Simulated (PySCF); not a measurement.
**Do core-level shifts follow atomic charges?**

Species: C5H6F2.
Geometry (GFN2-xTB, Å), atoms numbered from 1 in this order:
```
atom  x, y, z in Å
C1     2.7201    0.2202    0.1461
C2     1.2910    0.0186    0.2209
C3     0.1076   -0.1500    0.3003
C4    -1.3280   -0.3499    0.3614
C5    -1.9931    0.1158   -0.9287
F6    -1.7380   -0.7385   -1.9481
F7    -3.3434    0.1342   -0.7851
H8     3.0347    0.2513   -0.8964
H9     3.2378   -0.5967    0.6477
H10    2.9914    1.1599    0.6264
H11   -1.7545    0.2239    1.1887
H12   -1.5564   -1.4093    0.5083
H13   -1.6736    1.1209   -1.2451
```

Binding energies: delta-SCF UKS SCAN, pcX-2 on the ionised atom, pcseg-1 elsewhere, spin-free X2C in PySCF. Charges: PBE0/pcSseg-1 ground-state density, for the ionised atom.

| atom | environment | C 1s (eV) | Mulliken (e) | IAO (e) | Hirshfeld (e) | ESP (e) |
| --- | --- | --- | --- | --- | --- | --- |
| C3 | alkyne carbon | 290.27 | -0.117 | -0.088 | -0.072 | -0.231 |
| C2 | alkyne carbon | 290.37 | -0.245 | -0.040 | -0.050 | +0.108 |
| C1 | propargylic carbon | 291.67 | -0.188 | -0.437 | -0.096 | -0.532 |
| C4 | propargylic carbon | 291.97 | -0.230 | -0.307 | -0.072 | -0.294 |
| C5 | CHF2 carbon | 295.62 | +0.507 | +0.460 | +0.154 | +0.404 |

Give the correlation coefficient and slope of binding energy on charge for each scheme.

Mulliken: r = 0.91, slope 6.2 eV per e; Hirshfeld: r = 0.89, slope 18.9 eV per e; IAO: r = 0.68, slope 4.3 eV per e; ESP: r = 0.58, slope 3.5 eV per e. On 5 points no scheme stands out.

The point-charge model writes a binding energy as kq + V + constant, with V the potential of the other atoms' charges at the site. What does it give with the ESP charges?

V = Σ 14.40 eV Å × q/r over all other atoms: +1.30 eV at C3, -3.73 eV at C2, +7.55 eV at C1, +4.52 eV at C4, -5.09 eV at C5. Fitting binding energy − V to q gives k = 17.6 eV per e and leaves an rms residual of 0.52 eV, against 1.58 eV for the fit on q alone. The model has no term for differences in relaxation between sites.

Geometry: GFN2-xTB, one conformer, isolated molecule.
